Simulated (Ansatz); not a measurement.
Mulliken charges of CH5AlBFO (`C[BH][Al]([OH])[F]`) from r2SCAN/def2-TZVPP in Ansatz (PBE0-D4/def2-TZVP geometry).

| atom | x (Å) | y (Å) | z (Å) | charge (e) |
| --- | --- | --- | --- | --- |
| C1 | -0.781 | 0.560 | 1.388 | -0.185 |
| B2 | 0.029 | 1.004 | 0.145 | -0.148 |
| Al3 | 0.804 | -0.407 | -1.259 | 0.722 |
| O4 | 0.570 | -2.062 | -0.985 | -0.441 |
| F5 | 1.639 | 0.028 | -2.623 | -0.370 |
| H6 | -0.645 | -0.469 | 1.723 | 0.080 |
| H7 | -0.751 | 1.251 | 2.234 | 0.076 |
| H8 | -1.819 | 0.615 | 1.004 | 0.065 |
| H9 | 0.153 | 2.181 | -0.057 | 0.011 |
| H10 | 0.884 | -2.752 | -1.567 | 0.189 |

By hand: the dipole of these point charges (1 e Å = 4.8032 D).

Σ q r = (-0.195, -0.046, 0.294) e Å, of length 0.356 e Å = 1.71 D.

How does the dipole of the full density compare? (Best estimate.)

Computed: (-0.180, -0.073, 0.235) e Å, 1.46 D; the point charges give 1.17 times that, at 7° from its direction.

Point charges leave out the atoms' own dipoles, such as those of lone pairs, and Mulliken's split depends on the basis, so the two needn't agree.
